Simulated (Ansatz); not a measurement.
Consider the redistribution: `OBF` + `O[SiH2][SiH2]S` → `FB[SiH2]S` + `O[SiH2]O`.

Gas-phase electronic energies from Ansatz, PBE0-D4/def2-TZVP geometries. CCSD(T)/CBS is the MP2 limit (def2-TZVPP, def2-QZVPP) plus CCSD(T) − MP2 in def2-TZVPP, frozen cores. This one scheme is used for every species. Functionals use def2-TZVPP. Each species was taken in one conformer, which may not be the lowest.

Question: Is it downhill or uphill in electronic energy at CCSD(T)/CBS, and by how much? (Best estimate.)

Answer: Computed: Uphill: ΔE = +15.2 kcal/mol.

Question: What do these levels give: PBE-D4, B97M-V, PBE0-D4, r2SCAN0-D4, r2SCAN0, CCSD/CBS(def2)? (Estimate.)

Answer: Computed: PBE-D4 18.6, B97M-V 17.2, PBE0-D4 18.2, r2SCAN0-D4 16.9, r2SCAN0 16.6, CCSD/CBS(def2) 14.7 kcal/mol.

Largest T1 diagnostic among the species: 0.014.

Leaving LDA and LC-ωPBE aside and taking each functional with its dispersion term where it has one, the values, not all of them listed here, spread over 3.6 kcal/mol, from B2PLYP to PBE-D4. LDA lies +2.1 kcal/mol from PBE without D4. In def2-TZVPP, CCSD(T) changes the Hartree–Fock value by +2.4 kcal/mol (the triples alone add +0.5 kcal/mol) and MP2 by +2.2 kcal/mol. The D4 term adds +1.3 kcal/mol with B3LYP and +0.7 kcal/mol with PBE0; it sums over pairs of atoms, weighted by their polarisabilities, and B3LYP, whose exchange is more repulsive, gets the larger term.

B3LYP here is the variant with VWN-RPA as its local correlation; programs differ in this.
